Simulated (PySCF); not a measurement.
**Spin states and ions at one geometry of Pb(CH3)2**

PySCF 2.14.0, RKS r2SCAN, Pb def2-SVP with ECP60, C def2-SVP, H def2-SVP; non-relativistic Hamiltonian with scalar-relativistic core potentials where named; density fitting; no spin-orbit coupling; singlets restricted, open shells unrestricted. The geometry is relaxed for charge 0, singlet, vacuum:

```xyz
9

Pb    0.0000    0.0000   -0.7917
C     1.6413    0.0000    0.8386
H     2.6601    0.0000    0.4232
H     1.5088    0.8889    1.4793
H     1.5088   -0.8889    1.4793
C    -1.6413    0.0000    0.8386
H    -2.6601    0.0000    0.4232
H    -1.5088   -0.8889    1.4793
H    -1.5088    0.8889    1.4793
```

Energies count from the relaxed state; an electron taken off or put on is at rest in vacuum. Charges and spins are Mulliken's.

Order these states by energy, lowest first.
A. charge -1, doublet, vacuum
B. charge +1, doublet, vacuum
C. charge 0, singlet, vacuum
D. charge 0, triplet, vacuum

A (-0.53 eV), C (0.00 eV), D (1.73 eV), B (7.90 eV).

How do charge and spin on the first atom follow?


```csv
state,spin squared,charge on Pb1 (e),spin on Pb1 (e),dipole about the centre of mass (D)
"charge 0, singlet, vacuum",0.00,0.47,0.00,0.56
"charge 0, triplet, vacuum",2.01,0.17,1.48,0.51
"charge +1, doublet, vacuum",0.76,0.91,0.39,1.37
"charge -1, doublet, vacuum",0.76,-0.31,1.09,0.93
```

With an electron taken off (doublet) the charges change, summed by element, by Pb +0.44 e, C +0.07 e, H +0.49 e. The vertical ionisation energy is 7.90 eV, against −ε(HOMO) = 5.21 eV of the relaxed state. The level lies 2.7 eV too high, as is usual for semilocal functionals and global hybrids, which keep a self-interaction error.

With an electron put on (doublet) the charges change, summed by element, by Pb -0.78 e, C +0.14 e, H -0.36 e. The vertical electron affinity is 0.53 eV, against −ε(LUMO) = 2.80 eV of the relaxed state. The basis has no diffuse functions, which an added electron needs. The added electron's level lies above zero.

Open shells may have lower solutions than those found.

No frequency check is given that shows the relaxed geometry to be a minimum.
